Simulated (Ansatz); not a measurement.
Consider the formal exchange of groups at the Al–Si bond: `[SiH3][AlH][SiH]1CO1` + `COCS` → `CO[CH2][AlH][SiH3]` + `S[SiH]1CO1`.

Calculated with Ansatz (gas phase, PBE0-D4/def2-TZVP geometries, no zero-point term in ΔE). CCSD(T)/CBS adds triple-zeta CCSD(T) − MP2 to the extrapolated MP2 energy (def2 sets, frozen cores). This one scheme is used for every species. Functionals use def2-TZVPP. B3LYP here is the variant with VWN-RPA as its local correlation; programs differ in this. Each species was taken in one conformer, which may not be the lowest.

| level | ΔE (kJ/mol) | difference from CCSD(T)/CBS |
| --- | --- | --- |
| r2SCAN-D4 | -64.9 | 2.6 |
| PBE0-D4 | -58.8 | 8.7 |
| B3LYP-D4 | -64.7 | 2.8 |
| ωB97X-V | -67.0 | 0.5 |
| ωB97M-V | -75.3 | -7.8 |
| B2PLYP | -67.0 | 0.5 |
| PBE | -52.2 | 15.3 |
| r2SCAN | -64.6 | 2.9 |
| B3LYP | -63.2 | 4.3 |
| HF/def2-TZVPP | -70.8 | -3.3 |
| MP2/def2-TZVPP | -73.2 | -5.7 |
| SCS-MP2/def2-TZVPP | -70.8 | -3.3 |
| HF/def2-QZVPP | -71.6 | -4.1 |
| MP2/def2-QZVPP | -74.9 | -7.4 |
| HF/CBS(def2) | -71.7 | -4.2 |
| CCSD/CBS(def2) | -69.7 | -2.2 |
| CCSD(T)/CBS | -67.5 | 0 |

Largest T1 diagnostic among the species: 0.016.

From PBE to PBE0 (25 % exact exchange), in def2-TZVPP and without D4, ΔE moves by −5.8 kJ/mol.

CCSD(T)/CBS has its own doubt, a few kJ/mol and more with outer-core shells, so smaller differences from it don't rank the levels.
